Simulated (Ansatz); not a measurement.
`[F][SnH2][AsH2]` + H₂O → `[OH][SnH2][F]` + `[AsH3]` at 700 K and 1 bar (formal hydrolysis of the Sn–As bond).

Computed with Ansatz on PBE0-D4/def2-TZVP structures; ΔE is electronic, products minus reactants. CBS: MP2 limit from def2 TZ/QZ plus the TZ coupled-cluster correction, frozen cores. This one scheme is used for every species. def2 core potentials past Kr. For As, Sn outer-core shells are correlated without core-valence functions, which leaves a few kJ/mol of doubt a bond. Scalar relativity is left out up to krypton. Each species was taken in one conformer, which may not be the lowest.

```json
{"species": "`[F][SnH2][AsH2]`", "CCSD(T)/CBS energy (Eh)": "-2551.25762", "H − E (kJ/mol)": "145.2", "S (J/(mol·K))": "440.6"}
{"species": "H₂O", "CCSD(T)/CBS energy (Eh)": "-76.37941", "H − E (kJ/mol)": "80.5", "S (J/(mol·K))": "218.4"}
{"species": "`[OH][SnH2][F]`", "CCSD(T)/CBS energy (Eh)": "-390.83308", "H − E (kJ/mol)": "129.4", "S (J/(mol·K))": "387.4"}
{"species": "`[AsH3]`", "CCSD(T)/CBS energy (Eh)": "-2236.79077", "H − E (kJ/mol)": "87.1", "S (J/(mol·K))": "262.7"}
```

H − E and S are ideal-gas, rigid-rotor, harmonic terms from PBE0-D4/def2-TZVP, for one conformer and one mirror image of each species. 1 Eh = 2625.50 kJ/mol, R = 8.31446 J/(mol·K).

Problem. By hand: ΔE, ΔH, ΔS and ΔG.

Solution. ΔE = (-390.83308) + (-2236.79077) − (-2551.25762) − (-76.37941) = 0.01318 Eh = 34.6 kJ/mol. Δ(H − E) = 129.4 + 87.1 − 145.2 − 80.5 = -9.2, so ΔH = 25.4 kJ/mol. ΔS = 387.4 + 262.7 − 440.6 − 218.4 = -8.9 J/(mol·K). ΔG = 25.4 − 700 × (-8.9)/1000 = 31.6 kJ/mol.

Problem. By hand: the equilibrium constant, and the temperature at which ΔG would vanish if ΔH and ΔS stayed fixed.

Solution. log₁₀ K = −ΔG/(RT ln 10) = -2.4. ΔH and −TΔS have one sign here, so there is no such temperature.

The number of gas molecules stays the same, so ΔS is small and ΔH decides. A doubt of 5 kJ/mol in ΔE shifts log₁₀ K by 0.4 here. Other conformers and mirror images would add mixing entropy, several J/(mol·K) or more a flexible species. These are equilibria of isolated gas molecules and say nothing of rates. Largest T1 diagnostic: 0.014 (customary marks: 0.02 for closed shells, 0.045 for open ones).

ΔS is within the doubt of such terms, so its sign, and with it that verdict, could turn.
